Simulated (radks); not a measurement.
Spin polarisation of the 4f1 shell in Ce3+. Start: [Xe] 4f(up 0.5, down 0.5); electrons of 4f are moved from spin down to spin up, other shells keep equal spins. All-electron calculation, scalar-relativistic Kohn-Sham, PBEsol, spin-polarised, spherical densities, finite nucleus; Fermi nuclear charge, rms radius of each element as measured or else 0.836 A^(1/3) + 0.57 fm. Program: a radial shooting solver on a logarithmic mesh with Libxc functionals.

moment (Bohr magnetons)  E - E(0) (eV)  e(4f up) (eV)  e(4f down) (eV)  5p down minus up (eV)  5s down minus up (eV)  4d down minus up (eV)
0                                0.000        -28.699          -28.699                  0.000                 0.000                  0.000
0.25                            -0.011        -28.784          -28.611                  0.095                  0.122                  0.193
0.5                             -0.043        -28.866          -28.520                  0.189                  0.244                  0.385
0.75                            -0.097        -28.945          -28.426                  0.284                  0.366                  0.578
1                               -0.173        -29.021          -28.329                  0.379                  0.488                  0.770

At moment 1 the spin-polarisation energy is -0.173 eV and the 4f exchange splitting 0.692 eV, that is 0.692 eV per Bohr magneton; E = -I m^2/4 would give I = 0.692 eV.
